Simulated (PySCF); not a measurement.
**How the method moves the HOMO and LUMO of `C1N[SiH2]C[SiH2]1`**

C2H9NSi2.
Geometry (PBE0-D3(BJ)/def2-SVP, Å), atoms numbered from 1 in this order:
```
atom  x, y, z in Å
C1    -1.0406   -0.2705   -0.2211
N2    -0.3710    1.0191   -0.2390
Si3    1.2400    1.1607    0.3953
C4     1.9078   -0.5582    0.0089
Si5    0.3429   -1.5984   -0.2064
H6    -1.7084   -0.4140    0.6523
H7    -1.6698   -0.4063   -1.1195
H8    -0.9793    1.8234   -0.3457
H9     1.9489    2.2896   -0.2843
H10    1.3365    1.4123    1.8752
H11    2.4752   -0.5317   -0.9356
H12    2.5693   -0.9529    0.7943
H13    0.1537   -2.5548    0.9286
H14    0.3523   -2.3852   -1.4785
```

Basis pcSseg-1 throughout (PySCF), one geometry. The structure is a single PBE0-D3(BJ)/def2-SVP conformer in the gas phase; no vibrational or solvent corrections.

Question: How do the orbital energies, the gap and the dipole change with the method?

Answer: 
| method | kind | HOMO (eV) | LUMO (eV) | gap (eV) | μ (D) | SCF cycles |
| --- | --- | --- | --- | --- | --- | --- |
| BLYP | GGA | -5.14 | -0.05 | 5.09 | 0.68 | 13 |
| OPBE | GGA | -5.27 | 0.02 | 5.29 | 0.67 | 14 |
| PBE | GGA | -5.27 | -0.18 | 5.09 | 0.69 | 13 |
| B97-D | GGA | -5.28 | -0.01 | 5.27 | 0.66 | 13 |
| LDA | LDA | -5.35 | -0.39 | 4.96 | 0.70 | 13 |
| KT2 | GGA | -5.36 | -0.30 | 5.07 | 0.64 | 14 |
| BP86 | GGA | -5.39 | -0.21 | 5.18 | 0.69 | 13 |
| KT3 | GGA | -5.39 | -0.21 | 5.18 | 0.62 | 14 |
| B97-2 | global hybrid | -6.38 | 0.69 | 7.07 | 0.63 | 12 |
| B3LYP | global hybrid | -6.39 | 0.45 | 6.84 | 0.65 | 13 |
| PBE0 | global hybrid | -6.63 | 0.66 | 7.29 | 0.65 | 12 |
| mPW1PW91 | global hybrid | -6.67 | 0.69 | 7.35 | 0.64 | 12 |
| BHandHLYP | global hybrid | -7.90 | 1.53 | 9.43 | 0.61 | 12 |
| CAM-B3LYP | range-separated hybrid | -7.99 | 1.67 | 9.66 | 0.63 | 12 |
| wB97X-D | range-separated hybrid | -8.51 | 2.44 | 10.95 | 0.65 | 13 |
| LC-wPBE | range-separated hybrid | -9.38 | 2.85 | 12.22 | 0.64 | 13 |
| HF | Hartree–Fock | -9.95 | 3.77 | 13.73 | 0.60 | 10 |

The HOMO spans 4.81 eV, from BLYP down to HF, and the gap runs from 4.96 eV (LDA) to 13.73 eV (HF). Over the methods BLYP (0 %), OPBE (0 %), PBE (0 %), B97-D (0 %), LDA (0 %), KT2 (0 %), BP86 (0 %), KT3 (0 %), B97-2 (21 %), B3LYP (20 %), PBE0 (25 %), mPW1PW91 (25 %), BHandHLYP (50 %), HF (100 %), a straight line through the gap against the share of exact exchange rises by 0.86 eV for each 10 % (correlation coefficient 0.999). The dipole ranges from 0.60 D (HF) to 0.70 D (LDA). This basis has no diffuse functions.
